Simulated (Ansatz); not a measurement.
Rb₈Cl₈ (started as a model of: 1x4x4 RbCl rock-salt block). Charge 0, multiplicity 1. Geometry PBE-D4/def2-SVP; atoms count from 1.

```
atom   x (Å)   y (Å)   z (Å)
 Rb1   3.171  -5.654   0.279
 Cl2   0.190  -5.085   0.493
 Rb3  -2.344  -3.961   2.050
 Cl4  -5.272  -3.090   1.949
 Cl5   3.881  -2.832  -0.618
 Rb6   0.736  -2.057  -0.562
 Cl7  -1.427  -0.921   1.517
 Rb8  -4.569  -0.148   1.486
 Rb9   4.571   0.149  -1.477
Cl10   1.428   0.912  -1.563
Rb11  -0.745   2.045   0.509
Cl12  -3.883   2.837   0.635
Cl13   5.271   3.097  -1.899
Rb14   2.344   3.961  -2.065
Cl15  -0.189   5.081  -0.507
Rb16  -3.162   5.667  -0.228
```

In the def2 sets Rb takes a core potential; there is no spin–orbit coupling.

Estimate the Mulliken populations from the PBE0/def2-SVP orbitals of Ansatz.


| atom | charge (e) |
| --- | --- |
| Rb1 | 0.64 |
| Cl2 | -0.59 |
| Rb3 | 0.49 |
| Cl4 | -0.58 |
| Cl5 | -0.59 |
| Rb6 | 0.68 |
| Cl7 | -0.58 |
| Rb8 | 0.51 |
| Rb9 | 0.51 |
| Cl10 | -0.58 |
| Rb11 | 0.69 |
| Cl12 | -0.59 |
| Cl13 | -0.57 |
| Rb14 | 0.49 |
| Cl15 | -0.59 |
| Rb16 | 0.64 |
Mulliken values and Mayer orders depend strongly on the basis.

And the Mayer bond orders between bonded heavy atoms (over 0.3)?

Rb1–Cl2 0.33 (3.04 Å); Rb1–Cl5 0.33 (3.05 Å); Rb3–Cl4 0.50 (3.06 Å); Cl4–Rb8 0.51 (3.06 Å); Rb9–Cl13 0.51 (3.06 Å); Cl12–Rb16 0.33 (3.05 Å); Cl13–Rb14 0.51 (3.06 Å); Cl15–Rb16 0.33 (3.04 Å).
